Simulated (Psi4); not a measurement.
Complex: N2 (SMILES N#N) (first 2 atoms) with C2H6 (SMILES CC); geometry from B3LYP-D3(BJ)/def2-TZVP, rigid monomers moved along the line of their centres of mass till N1···H5 is 5.18 Å.
(charge 0, multiplicity 1):
```xyz
10

N     -0.477    -0.126    -0.248
N      0.607    -0.233    -0.308
C     -0.724     0.570     5.770
C      0.588    -0.194     5.609
H     -1.217     0.722     4.808
H     -0.559     1.553     6.215
H     -1.420     0.029     6.413
H      0.424    -1.177     5.163
H      1.077    -0.347     6.573
H      1.287     0.346     4.968
```

Computed with SAPT0/jun-cc-pV(D+d)Z (Psi4).

Question: Which attractive term is largest, and how does the interaction split up?

Answer: electrostatics 0.0, exchange 0.0, induction 0.0, dispersion -1.8, total -1.8 meV; the largest attraction is dispersion.
